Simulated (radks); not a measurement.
Problem. Ionisation of the selenium ion Se+, [Ar] 3d10 4s2 4p3, to [Ar] 3d10 4s2 4p2 as the strength of local exchange is varied. All-electron calculation, scalar-relativistic Kohn-Sham, Slater X-alpha exchange (alpha = 2/3 is LDA exchange), no correlation, spin-polarised, spherical densities, finite nucleus; open shells are filled with parallel spins first; Fermi nuclear charge, rms radius 4.14 fm. Program: a radial shooting solver on a logarithmic mesh with Libxc functionals.

alpha  E(Se+) (hartree)  exchange (hartree)  IE (eV)  -e of the level emptied (eV)  <r> of it (bohr)
0.667       -2423.48175           -81.35723   20.399                   15.530 (4p)             2.120
0.843       -2445.06433          -103.71262   22.964                   17.979 (4p)             2.036
0.883       -2449.99534          -108.84477   23.567                   18.558 (4p)             2.019
0.928       -2455.55415          -114.64115   24.253                   19.219 (4p)             2.000
0.988       -2462.98474          -122.40703   25.183                   20.116 (4p)             1.975
?           -2430.57369           -88.68361   21.228                   16.319 (4p)             2.091

Which alpha was used in the last row?

Solution. alpha = 0.725. NIST Atomic Spectra Database: 21.20 eV (measured). The Delta-SCF value meets it near alpha = 0.72. Open shells are spherical and high-spin; term and fine-structure splittings are not resolved.
